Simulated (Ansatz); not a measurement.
# One elementary step

Start structure (AlNH6O3, singlet), relaxed at PBE0-D4/def2-TZVP:

```xyz
11
angstrom
Al -0.3178 0.1864 -0.2336
N 1.4560 0.5283 -0.0608
O -1.0317 -0.0697 -1.7630
O -1.3240 0.7966 1.0232
H 0.8001 -1.4360 0.9271
O -0.1279 -1.5716 0.6655
H 1.7609 1.2579 0.5665
H 2.0959 0.4956 -0.8396
H -0.5521 -0.0222 -2.5857
H -2.0869 1.3396 0.8394
H -0.6728 -1.5049 1.4611
```

The step: AlNH₄O₂ ([NH2][Al]([OH])[OH]) + H₂O → AlH₃O₃ ([OH][Al]([OH])[OH]) + NH₃ (still joined by a long Al–N bond); bonds formed: N2–H5; dative contacts that become bonds: Al1–O6; bonds broken: H5–O6; bonds weakened to dative contacts: Al1–N2. Program: Ansatz 0.2.0. Basis: def2-TZVPP and def2-QZVPP. Cores are frozen in the correlated methods. Extrapolation: Hartree–Fock as exp(−7.88 √X), correlation as X^−2.97. Energies below are by CCSD(T) at an estimated basis limit (MP2 extrapolated from triple and quadruple zeta, plus CCSD(T) − MP2 in triple zeta).

Question: What are the electronic barrier and the energy of the step, from the start structure to the end structure? (To be estimated.)

Answer: The calculation gives: Barrier 0.213 eV; step energy -0.959 eV (downhill); reverse barrier, their difference, 1.172 eV. Barrier and step energy count from the start structure, the reverse barrier from the end structure.

The saddle point: One imaginary mode of 677i cm⁻¹.
```csv
pair,start (Å),saddle (Å),end (Å)
Al1–O6,1.98,1.91,1.72
N2–H5,2.29,1.46,1.01
Al1–N2,1.81,1.89,2.01
H5–O6,0.97,1.12,2.75
```

Zero-point energy (harmonic, PBE0-D4): ZPE is 2.134 eV at the start and 2.059 eV at the saddle, so the barrier goes from 0.213 to 0.138 eV.

First-order rate constant out of the start structure at 498 K by transition-state theory, with harmonic vibrational free energies alone and no tunnelling: ΔA‡ = 0.215 eV, so k = (kB T/h) exp(−ΔA‡/kB T) ≈ 10^11 s⁻¹ (an order of magnitude at best: rotation, the number of equivalent paths and anharmonicity are left out).

The T1 diagnostic stays at or below 0.012.

The step is the kind of ligand exchange by which a precursor binds to a hydroxyl group, or is hydrolysed, in atomic layer deposition of oxides.

Labels in which every atom is bracketed show which atoms are joined, not bond orders.

For scale, one of the runs: CCSD(T)/def2-TZVPP, 250 basis functions, launched by `ansatz run in.yaml --threads 8 --pin off --events-out ev --progress --plain --max-ram 19148MiB`. Time: 100 s of wall clock on 8 CPU threads of an Arm Neoverse V1; the host was shared. Peak host memory: 5.6 GiB.
